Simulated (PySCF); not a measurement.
Molecule: `CC(C)S(C)(=O)=O`, C4H10O2S.

Structure with atom numbers: `[CH3:1][CH:2]([CH3:3])[S:4]([CH3:5])(=[O:6])=[O:7]`. Hydrogens are named by the atom that carries them.

Geometry PBE0-D3(BJ)/def2-SVP throughout; GIAO in PySCF 2.14.0 with density-fitted response routines, gas phase, one conformer, non-relativistic; equivalent atoms averaged; functional PBE0.

For orientation, 6-31G* gives these absolute shieldings σ: C2 140.4, C5 157.8, C1/C3 179.1, S4 243.7, O6/O7 160.4, H(C5) 29.81, H(C2) 29.44, H(C1)/H(C3) 30.73 ppm.

A run gave: C2 125.4, C5 143.1, C1/C3 168.7, S4 184.3, O6/O7 132.7, H(C5) 28.69, H(C2) 28.86, H(C1)/H(C3) 29.98 ppm (absolute shieldings σ).

Which basis set was used in that run?
A. STO-3G
B. 6-31G
C. pcSseg-1
D. cc-pVDZ

Answers

C. S4 tells them apart best: pcSseg-1 gives 184.3, STO-3G gives 681.6, 6-31G gives 292.3, cc-pVDZ gives 262.1 ppm.
